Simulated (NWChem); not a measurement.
# C$_{2}$H$_{3}$BCl$_{2}$; SMILES B(Cl)(C=C)Cl

```xyz
8

B     -0.1084    -0.1118     0.0007
Cl    -0.4711    -1.8285     0.0001
Cl     1.5803     0.3752    -0.0006
C     -1.2549     0.9233     0.0021
C     -1.0493     2.2497    -0.0015
H     -2.2860     0.5508     0.0056
H     -1.8759     2.9678    -0.0010
H     -0.0355     2.6641    -0.0052
```
Atoms are numbered in this order, from 1.

All runs: NWChem. All runs use the structure optimised with PBE0/def2-SVP. B3LYP is NWChem's, with the RPA form of VWN correlation. Vzz is the largest principal value of the second derivative of the potential at the nucleus (NWChem prints the opposite sign); η is the asymmetry. Non-relativistic.

For level B3LYP/def2-SVP:

```
Item            Result
--------------  ------
Vzz B1 (a.u.)    0.313
Vzz Cl2 (a.u.)   1.915
Vzz Cl3 (a.u.)   1.952
```

Problem. Estimate the same quantities for level PBE/def2-SVP.

Solution. 
| Property | Value |
|---|---|
| Vzz B1 (a.u.) | 0.277 |
| Vzz Cl2 (a.u.) | 1.865 |
| Vzz Cl3 (a.u.) | 1.903 |
